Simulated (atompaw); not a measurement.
**An all-electron radial function and its pseudo partner (In)**

Columns: radius, all-electron u(r) and pseudo u(r) of the 5s shell (level -14.93 eV) of indium in the configuration [Kr] 4d10 5s2 5p0; PBE, scalar-relativistic, PAW (atompaw) scheme, atompaw 4.2.0.5.

| r (bohr) | all-electron | pseudo |
| --- | --- | --- |
| 0.100 | -0.1354 | 0.0635 |
| 0.200 | 0.1557 | 0.1265 |
| 0.300 | 0.1946 | 0.1884 |
| 0.400 | 0.0017 | 0.2487 |
| 0.500 | -0.2046 | 0.3069 |
| 0.600 | -0.3219 | 0.3625 |
| 0.700 | -0.3374 | 0.4152 |
| 0.800 | -0.2743 | 0.4645 |
| 0.900 | -0.1632 | 0.5102 |
| 1.000 | -0.0303 | 0.5519 |
| 1.100 | 0.1062 | 0.5896 |
| 1.200 | 0.2350 | 0.6230 |
| 1.300 | 0.3500 | 0.6520 |
| 1.400 | 0.4484 | 0.6767 |
| 1.500 | 0.5296 | 0.6969 |
| 1.600 | 0.5944 | 0.7128 |
| 1.700 | 0.6439 | 0.7245 |
| 1.800 | 0.6797 | 0.7319 |
| 1.900 | 0.7036 | 0.7354 |
| 2.000 | 0.7171 | 0.7349 |
| 2.100 | 0.7219 | 0.7306 |
| 2.200 | 0.7192 | 0.7228 |
| 2.300 | 0.7104 | 0.7114 |
| 2.400 | 0.6965 | 0.6967 |
| 2.500 | 0.6786 | 0.6786 |
| 2.600 | 0.6576 | 0.6576 |

Problem. How many radial nodes do the two functions have?

Solution. The all-electron 5s function has n − l − 1 = 4 (the table is too coarse to show those close to the nucleus); the pseudo-wave has 0, since the states of the same l below it are removed with the core.

Problem. Where does each function peak?

Solution. Outermost all-electron maximum near 2.10 bohr, pseudo maximum near 1.90 bohr (to the table’s step).

Problem. Is the pseudo-wave norm-conserving?

Solution. No, it belongs to a PAW set: the norm inside the radius is not constrained, and the difference is carried by the augmentation charge.
